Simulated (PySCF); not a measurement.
NICS in isomers of C5H8ClNSi2.

Probes without a nucleus sit at each ring's centroid and 1 Å off its mean plane on both sides; NICS is minus the shielding there, NICSzz its component along the normal. Level: GIAO PBE0/pcSseg-1 (PySCF, non-relativistic, gas phase) on the GFN2-xTB geometries, one conformer each. Atom numbers follow the mapped SMILES.

Question: Order these rings by mean NICS(1)zz, lowest (most negative) first (ppm).
A. ring C5–Si6–C7 in `[H]/[N:1]=[CH:2]\[C:3]#[C:4][C@@H:5]1[SiH2:6][C@@H:7]1[SiH2:8][Cl:9]`
B. ring C3–C4–C5–C6–C8–N9 in `[SiH3:1][SiH2:2][c:3]1[cH:4][cH:5][c:6]([Cl:7])[cH:8][n:9]1`
C. ring C4–C5–C6–C7–C8–N9 in `[Cl:1][SiH2:2][SiH2:3][c:4]1[cH:5][cH:6][cH:7][cH:8][n:9]1`

Answer: C (-28.0), B (-26.3), A (-16.7).

| SMILES | ring | NICS(0) | NICS(1) | NICS(1)zz | HOMA | rms pucker (Å) | ring atoms with four or more neighbours |
| --- | --- | --- | --- | --- | --- | --- | --- |
| Cl[SiH2][SiH2]c1ccccn1 | 6-membered ring with N; formal bonds all aromatic | -6.9 | -11.1 | -28.0 | 1.00 | 0.00 | 0 |
| [SiH3][SiH2]c1ccc(Cl)cn1 | 6-membered ring with N; formal bonds all aromatic | -7.1 | -10.8 | -26.3 | 0.99 | 0.00 | 0 |
| [H]/N=C\C#C[C@@H]1[SiH2][C@@H]1[SiH2]Cl | 3-membered ring with Si; formal bonds all single | -28.9 | -8.1 | -16.7 | – | 0.00 | 3 |

NICS(0) gives another order. The isotropic NICS(1) gives the same order. HOMA uses Krygowski's 1993 parameters; it is left out where a ring has a four-coordinate atom, a triple bond, no multiple bond or a kind of bond without parameters. NICS(1) and NICS(1)zz are means over the two faces.
